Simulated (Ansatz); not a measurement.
```yaml
crystal:
  periodic: [false, false, false]
  atoms:
    - {symbol: Si, position_ang: [1.133087, -0.938060, 3.701427]}
    - {symbol: Si, position_ang: [-0.150580, 3.371888, -1.646815]}
    - {symbol: Si, position_ang: [0.923668, -1.472013, -4.328064]}
    - {symbol: Si, position_ang: [0.048394, 0.275077, -1.724637]}
    - {symbol: Si, position_ang: [-1.444862, -1.776070, 3.699760]}
    - {symbol: Si, position_ang: [-0.301728, -0.815335, 1.233290]}
    - {symbol: N, position_ang: [-0.368199, 4.906743, -1.248735]}
    - {symbol: N, position_ang: [0.107912, 1.857905, -2.185242]}
    - {symbol: N, position_ang: [-0.394945, -0.463943, -0.363725]}
    - {symbol: N, position_ang: [-0.084994, -1.566511, 4.702365]}
    - {symbol: N, position_ang: [-0.230517, -0.704646, -3.230110]}
    - {symbol: N, position_ang: [1.213391, -0.643489, -2.800428]}
    - {symbol: N, position_ang: [1.133175, -0.567327, 2.094617]}
    - {symbol: N, position_ang: [-1.583801, -1.464208, 2.096277]}
basis:
  gaussian: {orbitals: def2-TZVPP}
total_charge: -1
magnetization: {spin_polarized: true, initial_magnetization: 1}
hamiltonian: {xc: {name: wB97X}}
scf: {omitted_lower_state_checks: [starts]}
output: {forces: true}
```

```sh
$ ansatz run in.yaml --threads 4 --pin off --events-out ev --progress --plain --max-ram 6963MiB
```

Q: Does this run fit into the memory that it is given?

A: No. It has 500 basis functions, and the program plans for 11 GiB where 7 GiB are given.
